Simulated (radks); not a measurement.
The numbers below are computed, except where a source is named.
Q: The mean radii <r> (bohr) of the occupied orbitals of an atom or ion are listed with their occupations. Code: a radial shooting solver on a logarithmic mesh with Libxc functionals. Model: Dirac Kohn-Sham, PBE, spin-unpolarised, spherical densities, finite nucleus; Fermi nuclear charge, rms radius of each element as measured or else 0.836 A^(1/3) + 0.57 fm.

| orbital | occ. | <r> |
|---|---|---|
| 1s1/2 | 2 | 0.01804 |
| 2s1/2 | 2 | 0.07559 |
| 2p1/2 | 2 | 0.06246 |
| 2p3/2 | 4 | 0.07054 |
| 3s1/2 | 2 | 0.1969 |
| 3p1/2 | 2 | 0.1870 |
| 3p3/2 | 4 | 0.2019 |
| 3d3/2 | 4 | 0.1765 |
| 3d5/2 | 6 | 0.1811 |
| 4s1/2 | 2 | 0.4405 |
| 4p1/2 | 2 | 0.4450 |
| 4p3/2 | 4 | 0.4784 |
| 4d3/2 | 4 | 0.4934 |
| 4d5/2 | 6 | 0.5047 |
| 5s1/2 | 2 | 1.029 |
| 5p1/2 | 2 | 1.121 |
| 4f5/2 | 6 | 0.5740 |
| 5p3/2 | 4 | 1.212 |
| 4f7/2 | 8 | 0.5826 |
| 5d3/2 | 1.2 | 1.576 |
| 5d5/2 | 1.8 | 1.614 |

Name the element and its charge. Open shells, if any, are shared by 2j + 1.

A: Z = 75, rhenium, charge +4: Re4+ in [Xe] 4f14 5d3. The 1s radius gives Z: for a bare nucleus <r> = (2 gamma + 1)/(2Z) with gamma = sqrt(1 - (Z/c)^2), 0.01783 bohr for Z = 75, and screening makes it slightly larger (0.01804 here). The occupations add up to 71, and the charge is Z minus that.
